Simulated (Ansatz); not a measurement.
Consider the silylene formation by 1,1-elimination: `[CH3][AlH][CH2][SiH2]F` → `[CH3][AlH][CH2]F` + `[SiH2]`.

Gas-phase electronic energies from Ansatz, PBE0-D4/def2-TZVP geometries. CCSD(T)/CBS is the MP2 limit (def2-TZVPP, def2-QZVPP) plus CCSD(T) − MP2 in def2-TZVPP, frozen cores. This one scheme is used for every species. DFT in def2-TZVPP. B3LYP here is the variant with VWN-RPA as its local correlation; programs differ in this. Each species was taken in one conformer, which may not be the lowest.

```
             level  ΔE (eV)  difference from CCSD(T)/CBS
         r2SCAN-D4     5.45                         0.15
           PBE0-D4     5.28                        -0.02
          B3LYP-D4     5.09                        -0.21
            B2PLYP     5.18                        -0.12
            r2SCAN     5.43                         0.13
              PBE0     5.20                        -0.10
             B3LYP     4.95                        -0.35
     HF/def2-TZVPP     5.03                        -0.27
    MP2/def2-TZVPP     5.54                         0.24
SCS-MP2/def2-TZVPP     5.33                         0.03
     HF/def2-QZVPP     5.06                        -0.24
    MP2/def2-QZVPP     5.61                         0.31
SCS-MP2/def2-QZVPP     5.40                         0.10
      HF/CBS(def2)     5.06                        -0.24
     MP2/CBS(def2)     5.64                         0.34
    CCSD/CBS(def2)     5.25                        -0.05
       CCSD(T)/CBS     5.30                            0
```

Largest T1 diagnostic among the species: 0.014.

In def2-TZVPP, CCSD(T) changes the Hartree–Fock value by +0.16 eV (the triples alone add +0.04 eV) and MP2 by +0.51 eV. From PBE to PBE0 (25 % exact exchange), in def2-TZVPP and without D4, ΔE moves by +0.19 eV. The D4 term adds +0.14 eV with B3LYP and +0.08 eV with PBE0; it sums over pairs of atoms, weighted by their polarisabilities, and B3LYP, whose exchange is more repulsive, gets the larger term.
